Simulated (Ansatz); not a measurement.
`[SiH3][Al]1[NH][GeH2]1` + `O[Si]S` → `[SiH3]O[Si]S` + `[NH]1[AlH][GeH2]1`  (cleavage of the Si–Al bond)

Program: Ansatz. Geometries: PBE0-D4/def2-TZVP. ΔE: electronic, gas phase. CBS: MP2 limit from def2 TZ/QZ plus the TZ coupled-cluster correction, frozen cores. This one scheme is used for every species. Functionals use def2-TZVPP. B3LYP here is the variant with VWN-RPA as its local correlation; programs differ in this. For Ge outer-core shells are correlated without core-valence functions, which leaves a few kJ/mol of doubt a bond. Scalar relativity is left out up to krypton. Each species was taken in one conformer, which may not be the lowest.

`[SiH3][Al]1[NH][GeH2]1`:

Z-matrix (Å, degrees):
```
Si
Al 1 2.447
H 1 1.489 2 111.4
H 1 1.488 2 110.2 3 120.7
H 1 1.489 2 109.8 3 -120.3
N 2 1.750 1 140.8 3 12.2
Ge 2 2.366 1 166.3 3 -169.2
H 6 1.007 2 150.9 1 -0.4
H 7 1.547 2 126.4 1 -91.8
H 7 1.548 2 126.3 1 94.0
```

`O[Si]S`:

Z-matrix (Å, degrees):
```
O
Si 1 1.646
H 1 0.960 2 123.1
S 2 2.176 1 104.3 3 -0.0
H 4 1.346 2 99.8 1 -0.0
```

`[SiH3]O[Si]S`:

Z-matrix (Å, degrees):
```
Si
O 1 1.648
H 1 1.483 2 108.6
H 1 1.486 2 110.3 3 120.3
H 1 1.483 2 108.6 3 -119.5
Si 2 1.649 1 141.5 3 -119.9
S 6 2.159 2 100.2 1 179.8
H 7 1.345 6 95.5 2 0.0
```

`[NH]1[AlH][GeH2]1`:

Z-matrix (Å, degrees):
```
Ge
Al 1 2.356
N 1 1.914 2 46.9
H 1 1.547 2 126.4 3 87.7
H 1 1.547 2 126.4 3 -87.7
H 2 1.578 1 166.4 3 -180.0
H 3 1.007 1 128.7 2 -180.0
```

CCSD(T)/CBS gives -83.7 kJ/mol.

Task: Another level gave -77.7 kJ/mol. Which?
A. revPBE-D4/def2-TZVPP
B. r2SCAN-D4/def2-TZVPP
C. B3LYP-D4/def2-TZVPP
D. CAM-B3LYP/def2-TZVPP

Result: B. r2SCAN-D4 -77.7, revPBE-D4 -61.1, CAM-B3LYP -91.0, B3LYP-D4 -85.8 kJ/mol.

Largest T1 diagnostic among the species: 0.015.

From PBE to PBE0 (25 % exact exchange), in def2-TZVPP and without D4, ΔE moves by −9.2 kJ/mol. The D4 term adds −3.4 kJ/mol with B3LYP and −1.7 kJ/mol with PBE0; it sums over pairs of atoms, weighted by their polarisabilities, and B3LYP, whose exchange is more repulsive, gets the larger term.

CCSD(T)/CBS has its own doubt, a few kJ/mol and more with outer-core shells, so smaller differences from it don't rank the levels.
